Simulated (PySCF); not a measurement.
## Computed properties of Mo(O)(NMe)(SH)2 (CH5MoNOS2), SMILES C[N]=[Mo](=[O])([SH])[SH], multiplicity 1

Mo(O)(NMe)(SH)2 (CH5MoNOS2), SMILES [SH][Mo]([SH])(=[N]C)=[O], multiplicity 1. The structure is a stationary point at PBE0-D3(BJ)/def2-SVP. The multiplicity is an assumed one; other spin states were not compared. The def2 effective core potentials stand for the cores of Mo; spin–orbit coupling is left out. One conformer was computed; it need not be the lowest. All values are computed for the isolated molecule unless a solvent is named; none is compared with measurement here.

**Structure.** The optimised structure has Cs symmetry. All 27 harmonic modes at PBE0-D3(BJ)/def2-SVP (PySCF) are real, so it is a minimum. With heavy atoms numbered as in [Mo:1](=[O:2])(=[N:3][CH3:4])([SH:8])[SH:10], the shortest bond between them is N3–C4 at 1.416 Å and the longest Mo1–S8 at 2.344 Å.

**Vibrations.** The strongest infrared lines (harmonic, unscaled, degenerate partners summed) lie at 1032 cm⁻¹ (153 km/mol, O 80 %, Mo 14 %), 1359 cm⁻¹ (66 km/mol, N 61 %, C 28 %, H 9 %), 439 cm⁻¹ (58 km/mol, Mo 39 %, S 29 %, N 18 %, H 11 %). The softest mode is at 80 cm⁻¹ and the zero-point energy is 40.5 kcal/mol.

**Electronic structure.** B3LYP/def2-TZVP (PySCF) places the frontier levels at -7.18 and -2.61 eV, a gap of 4.57 eV, and gives a dipole moment of 1.24 D and a mean polarisability of 109.0 bohr³. PBE/def2-TZVP (PySCF) at the same geometry gives -6.27 and -3.06 eV, so its gap is 1.36 eV narrower. An orbital gap is neither the optical nor the fundamental gap.

**Excitations.** TDA-B3LYP/def2-SVPD (PySCF) has S1 at 3.86 eV (321 nm, f = 0.077, bright); the most intense of the 10 singlets computed lies at 3.86 eV (f = 0.08). T1 (TDA) is at 3.12 eV, 0.74 eV under S1. TDA-PBE/def2-SVPD (PySCF) puts S1 at 3.62 eV. No vertical singlet excitation falls in the visible range (under 3.1 eV).
